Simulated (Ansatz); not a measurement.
The cluster Cu4S2. The state is a singlet with charge 0. Geometry r2SCAN-D4/def2-SVP.

```xyz
6

Cu    1.092    1.157    0.787
Cu   -0.614   -0.653    0.921
Cu    0.565   -0.476   -1.051
Cu   -0.981    1.396   -0.491
S     1.693   -0.903    0.921
S    -1.755   -0.521   -1.085
```

The restricted singlet is unstable towards broken spin symmetry at other levels; at HF/STO-3G, PBE-D4/def2-SVP, PBE0-D4/def2-TZVP, PBE0-D4/def2-TZVPD this wasn't settled. At PBE-D4/def2-TZVP the restricted singlet is unstable: a solution with broken spin symmetry lies lower. The structure comes from a short search, and lower isomers may exist.

Task: Estimate the orbital energies around the gap (eV) in Ansatz with HF/STO-3G, PBE-D4/def2-SVP, PBE-D4/def2-TZVP, PBE0-D4/def2-TZVP, PBE0-D4/def2-TZVPD.

Result: 
```csv
orbital,HF/STO-3G,PBE-D4/def2-SVP,PBE-D4/def2-TZVP,PBE0-D4/def2-TZVP,PBE0-D4/def2-TZVPD
HOMO−13,-13.60,-6.35,-6.88,-8.74,-8.77
HOMO−12,-13.40,-6.34,-6.85,-8.68,-8.70
HOMO−11,-13.09,-6.20,-6.74,-8.63,-8.66
HOMO−10,-13.08,-6.11,-6.66,-8.35,-8.38
HOMO−9,-13.01,-5.97,-6.49,-8.32,-8.35
HOMO−8,-12.37,-5.90,-6.43,-8.23,-8.26
HOMO−7,-11.87,-5.71,-6.25,-8.05,-8.08
HOMO−6,-11.77,-5.62,-6.15,-8.01,-8.05
HOMO−5,-11.69,-5.56,-6.09,-7.82,-7.85
HOMO−4,-10.79,-5.46,-5.93,-7.17,-7.21
HOMO−3,-9.94,-5.33,-5.78,-6.92,-6.95
HOMO−2,-6.63,-4.95,-5.39,-6.49,-6.52
HOMO−1,-5.53,-4.81,-5.25,-6.42,-6.45
HOMO,-4.68,-4.37,-4.81,-5.87,-5.90
LUMO,0.13,-4.20,-4.61,-3.92,-3.96
LUMO+1,1.09,-1.91,-2.32,-1.45,-1.61
LUMO+2,3.58,-1.79,-2.24,-1.34,-1.41
LUMO+3,3.65,-1.72,-2.08,-1.11,-1.20
LUMO+4,5.57,-0.92,-1.48,-0.66,-0.83
LUMO+5,7.22,0.10,-0.83,0.17,-0.18
```
